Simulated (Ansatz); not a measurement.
Ansatz (a first-principles code) input file for CH₁₂N₂Si₃, SMILES N[SiH](N)C[SiH2][SiH3], CAM-B3LYP/def2-SVPD. Geometry optimised at PBE0-D3(BJ)/def2-SVP. This is a generated structure with no PubChem entry under its InChIKey; it may be hypothetical. Other conformers were not sampled.

Ansatz 0.2 input:
```yaml
crystal:
  periodic: [false, false, false]
  atoms:
    - {symbol: N, position_ang: [-1.80590432, -1.28030967, -0.03672317]}
    - {symbol: Si, position_ang: [-1.29889087, 0.26925820, -0.59954739]}
    - {symbol: N, position_ang: [-2.70901557, 1.10272098, -1.13533854]}
    - {symbol: C, position_ang: [-0.31445883, 1.01722469, 0.82107951]}
    - {symbol: Si, position_ang: [1.18199979, 0.00388516, 1.34843441]}
    - {symbol: Si, position_ang: [2.50091690, -0.62361142, -0.49244786]}
    - {symbol: H, position_ang: [-1.25500101, -1.79601651, 0.63935633]}
    - {symbol: H, position_ang: [-2.32838896, -1.90127324, -0.64348945]}
    - {symbol: H, position_ang: [-0.39356036, 0.30777639, -1.79868601]}
    - {symbol: H, position_ang: [-3.50582286, 1.23587491, -0.52370602]}
    - {symbol: H, position_ang: [-2.64655546, 1.82585072, -1.84112594]}
    - {symbol: H, position_ang: [-0.96783360, 1.17123029, 1.69729631]}
    - {symbol: H, position_ang: [0.04272457, 2.01086793, 0.49921529]}
    - {symbol: H, position_ang: [2.04051941, 0.74748345, 2.32647349]}
    - {symbol: H, position_ang: [0.73266054, -1.25446032, 2.03321305]}
    - {symbol: H, position_ang: [3.78194275, -1.23924768, -0.02201362]}
    - {symbol: H, position_ang: [2.83315298, 0.56400773, -1.34041492]}
    - {symbol: H, position_ang: [1.78099260, -1.62576814, -1.33831213]}
basis:
  gaussian:
    orbitals: def2-SVPD
hamiltonian:
  xc: {name: CAM-B3LYP}
```

Program output:

```
WARN ansatz: RAYON_NUM_THREADS=2 ignored (pool sized by the plan → 2); use --threads N
Functional definition: CAM-B3LYP
integrals: 0.28 GiB planned
1998 factors; their error is unknown
integrals: 0.30 GiB planned
911 factors; integrals over basis functions are off by at most 3.1e-6 eV
mean field: 2.60 GiB planned
mean field evaluation 1: about -27825.2848 eV, gradient 7.1e1 eV
mean field evaluation 2: about -27822.3548 eV, gradient 7.8e1 eV
mean field evaluation 4: about -27835.5354 eV, gradient 2.8e0 eV
mean field evaluation 8: about -27835.5539 eV, gradient 1.1e-1 eV
mean field evaluation 16: about -27835.6746 eV, gradient 1.6e-4 eV
mean field -27835.67457605 eV, -1022.9421729718 hartree, gradient 3.1e-5 eV, S^2 0.000000; 0 other end points of the search recorded, 0 dependent functions left out
reference -27835.67475197 eV, -1022.9421794367 hartree; 37, 37 occupied and 191, 191 virtual orbitals, 1998 factors
Total energy: -27835.67475197 eV, -1022.9421794367 hartree
```

The calculation finished and met its thresholds.

Cost: very roughly 10 core-seconds.
